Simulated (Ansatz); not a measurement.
```yaml
crystal:
  periodic: [false, false, false]
  atoms:
    - {symbol: C, position_ang: [-2.861837, -2.465961, 1.852208]}
    - {symbol: C, position_ang: [-2.414075, -1.016283, 2.032164]}
    - {symbol: C, position_ang: [-1.499500, -0.524595, 0.912684]}
    - {symbol: C, position_ang: [-1.060298, 0.933278, 1.074608]}
    - {symbol: C, position_ang: [0.025827, 1.336373, 0.074039]}
    - {symbol: C, position_ang: [1.443188, 0.875481, 0.463474]}
    - {symbol: C, position_ang: [1.943344, -0.289112, -0.404395]}
    - {symbol: C, position_ang: [2.425617, 0.146687, -1.777609]}
    - {symbol: O, position_ang: [3.068155, -0.944201, 0.251539]}
    - {symbol: C, position_ang: [2.760904, -1.801521, 1.254003]}
    - {symbol: C, position_ang: [4.005984, -2.476326, 1.781696]}
    - {symbol: O, position_ang: [1.628515, -2.004707, 1.659473]}
    - {symbol: O, position_ang: [0.007181, 2.784765, -0.057003]}
    - {symbol: C, position_ang: [-0.205361, 3.285217, -1.303471]}
    - {symbol: C, position_ang: [-0.265660, 4.793352, -1.267717]}
    - {symbol: O, position_ang: [-0.351048, 2.604637, -2.304024]}
    - {symbol: O, position_ang: [-2.252218, -0.586378, -0.336578]}
    - {symbol: C, position_ang: [-1.721468, -1.237417, -1.402015]}
    - {symbol: C, position_ang: [-2.558829, -1.002514, -2.635017]}
    - {symbol: O, position_ang: [-0.684350, -1.876071, -1.376299]}
    - {symbol: H, position_ang: [-1.989530, -3.149978, 1.809566]}
    - {symbol: H, position_ang: [-3.432506, -2.588336, 0.909472]}
    - {symbol: H, position_ang: [-3.513503, -2.793786, 2.686130]}
    - {symbol: H, position_ang: [-1.856156, -0.905083, 2.986382]}
    - {symbol: H, position_ang: [-3.295506, -0.340621, 2.099290]}
    - {symbol: H, position_ang: [-0.620906, -1.198705, 0.831443]}
    - {symbol: H, position_ang: [-0.704648, 1.102762, 2.112333]}
    - {symbol: H, position_ang: [-1.950826, 1.577573, 0.921240]}
    - {symbol: H, position_ang: [-0.240124, 0.939878, -0.926062]}
    - {symbol: H, position_ang: [2.138892, 1.734922, 0.372478]}
    - {symbol: H, position_ang: [1.450064, 0.562047, 1.525604]}
    - {symbol: H, position_ang: [1.138188, -1.044070, -0.508965]}
    - {symbol: H, position_ang: [1.617386, 0.685090, -2.311321]}
    - {symbol: H, position_ang: [2.720041, -0.728994, -2.387703]}
    - {symbol: H, position_ang: [3.297679, 0.826632, -1.690132]}
    - {symbol: H, position_ang: [4.818786, -1.739793, 1.929157]}
    - {symbol: H, position_ang: [3.774648, -2.997789, 2.726373]}
    - {symbol: H, position_ang: [4.366442, -3.214623, 1.036818]}
    - {symbol: H, position_ang: [-0.034437, 5.196379, -2.269305]}
    - {symbol: H, position_ang: [0.421700, 5.204544, -0.505661]}
    - {symbol: H, position_ang: [-1.294726, 5.105401, -0.994470]}
    - {symbol: H, position_ang: [-3.628702, -0.878907, -2.385171]}
    - {symbol: H, position_ang: [-2.208458, -0.059838, -3.107367]}
    - {symbol: H, position_ang: [-2.407868, -1.829416, -3.351920]}
basis:
  gaussian: {orbitals: def2-mTZVPP, fitting: {mean_field: def2-universal-jkfit}, nuclear_model: gaussian}
total_charge: -1
magnetization: {spin_polarized: true, initial_magnetization: 1}
hamiltonian: {xc: {name: HF}}
scf: {omitted_lower_state_checks: [starts]}
```

```sh
$ ansatz run in.yaml --threads 2 --pin off --events-out ev --progress --plain --max-ram 32768MiB --backend cuda --devices 0, --max-vram 18GiB
```

It prints (some lines left out):

```
Functional definition: HF
1944 factors; integrals over basis functions are off by at most 8.7e-1 eV
mean field evaluation 1: about -27021.9961 eV, gradient 5.4e1 eV
mean field evaluation 2: about -27031.9393 eV, gradient 3.3e1 eV
mean field evaluation 4: about -27036.0003 eV, gradient 3.2e0 eV
mean field evaluation 8: about -27036.5899 eV, gradient 5.4e-1 eV
mean field -27036.59831000 eV, -993.5766618281 hartree, gradient 1.6e-5 eV, S^2 0.768122; 0 other end points of the search recorded, 0 dependent functions left out
reference -27036.59831000 eV, -993.5766618281 hartree; 79, 78 occupied and 451, 452 virtual orbitals, 1944 factors
Total energy: -27036.59831000 eV, -993.5766618281 hartree
Checks for a lower state left out: starts
```

Run time 5.5 s (2 threads of AMD EPYC 7R13 on a shared host and a share (18 GiB) of an NVIDIA H100 80GB HBM3).

The highest occupied level of an anion often lies above zero with these methods, and sets without diffuse functions describe the outer electron poorly.
